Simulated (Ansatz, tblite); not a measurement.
Cost and result up the ladder for As(OEt)3 (C6H15AsO3) (25 atoms). Charge 0, multiplicity 1. Geometry: r2SCAN-D4/def2-SVP.

Cartesian coordinates in Å:
```
As -1.050 -0.073 0.218
O 0.149 0.251 1.504
C -0.021 1.420 2.301
C 1.076 1.442 3.343
H 0.035 2.323 1.663
H -1.017 1.423 2.793
H 0.989 2.333 3.984
H 1.020 0.545 3.979
H 2.063 1.455 2.854
O -0.399 1.151 -0.912
C -0.934 1.198 -2.232
C -0.290 2.359 -2.959
H -0.721 0.247 -2.758
H -2.037 1.324 -2.209
H -0.668 2.432 -3.990
H -0.504 3.305 -2.438
H 0.803 2.225 -2.993
O -0.147 -1.441 -0.496
C -0.197 -2.699 0.171
C 0.563 -3.705 -0.666
H 0.259 -2.611 1.176
H -1.247 -3.032 0.311
H 0.558 -4.696 -0.186
H 0.108 -3.796 -1.665
H 1.608 -3.381 -0.793
```

Ansatz on 4 threads of Intel Xeon on a shared host; xTB runs through tblite on one thread. Times are rough, summed over both states, and most runs start from the orbitals of an earlier one. PBE0-D4/def2-TZVP serves as the yardstick here, not as an exact answer. The other state is a triplet.

The xTB rows come from tblite.

xTB has no spin-polarisation term.

```json
{"level": "GFN2-xTB", "functions": "60", "wall time": "0.1 s", "vertical triplet (eV)": "6.67", "difference from PBE0-D4/def2-TZVP (eV)": "1.74"}
{"level": "GFN1-xTB", "functions": "75", "wall time": "0.18 s", "vertical triplet (eV)": "6.44", "difference from PBE0-D4/def2-TZVP (eV)": "1.52"}
{"level": "PBE-D4/def2-TZVP", "functions": "417", "wall time": "1.7 min", "vertical triplet (eV)": "4.68", "difference from PBE0-D4/def2-TZVP (eV)": "-0.25"}
{"level": "r2SCAN-D4/def2-TZVP", "functions": "417", "wall time": "3.2 min", "vertical triplet (eV)": "4.78", "difference from PBE0-D4/def2-TZVP (eV)": "-0.15"}
{"level": "PBE0-D4/def2-TZVP", "functions": "417", "wall time": "5 min", "vertical triplet (eV)": "4.93", "difference from PBE0-D4/def2-TZVP (eV)": "0.00"}
```
